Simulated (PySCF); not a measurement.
# Orbital picture of NaSr

PBE0 at R = 3.873 Å; Na x2c-TZVPall, Sr x2c-TZVPall; spin-free X2C with a Gaussian nucleus (PySCF 2.14). State: ²Σ⁺ (doublet), unpaired electrons σ ↑. Only the outer orbitals are listed, counted within each symmetry.

```tsv
spin	orbital	occ.	ε (eV)	on Na (%)	main shells (%)
α	4π	1	-31.68	100	100 Na p
α	4π	1	-31.68	100	100 Na p
α	10σ	1	-31.66	100	100 Na p
α	5π	1	-24.85	0	100 Sr p
α	5π	1	-24.85	0	100 Sr p
α	11σ	1	-24.79	0	100 Sr p
α	12σ	1	-4.52	34	67 Sr s, 30 Na s
α	13σ	1	-3.21	55	55 Na s, 22 Sr s, 19 Sr p
α	6π	0	-1.12	25	74 Sr p, 24 Na p
α	6π	0	-1.12	25	74 Sr p, 24 Na p
α	14σ	0	-0.88	50	47 Sr p, 36 Na p, 14 Na s
β	4π	1	-31.62	100	100 Na p
β	4π	1	-31.62	100	100 Na p
β	10σ	1	-31.62	100	100 Na p
β	5π	1	-24.83	0	100 Sr p
β	5π	1	-24.83	0	100 Sr p
β	11σ	1	-24.74	0	100 Sr p
β	12σ	1	-4.20	17	79 Sr s, 13 Na s
β	13σ	0	-1.70	51	52 Na s, 25 Sr p, 18 Sr s
β	6π	0	-0.98	16	70 Sr p, 15 Na p, 14 Sr d
β	6π	0	-0.98	16	70 Sr p, 15 Na p, 14 Sr d
```

Question: Which are the highest filled and the lowest empty level, where do they sit, and how wide is the gap?

Answer: Highest filled α 13σ at -3.21 eV (in %: 55 Na s, 22 Sr s, 19 Sr p); lowest empty β 13σ at -1.70 eV (in %: 52 Na s, 25 Sr p, 18 Sr s); the gap at PBE0 is 1.51 eV.

| Item | Value |
| --- | --- |
| bond order (Mayer) | 0.59 |
| ⟨S²⟩ | 0.769 |
| charge on Na (Mulliken, basis-dependent) | -0.08 |
| charge on Na (Löwdin, basis-dependent) | -0.10 |
| dipole moment (positive dipole means Na(−)Sr(+)) | -0.29 D |
| polarisability along the bond | 598.3 bohr³ |
| polarisability across the bond | 290.1 bohr³ |

Spin–orbit coupling is left out. The state was picked by a PBE0 search and need not be the measured ground state.
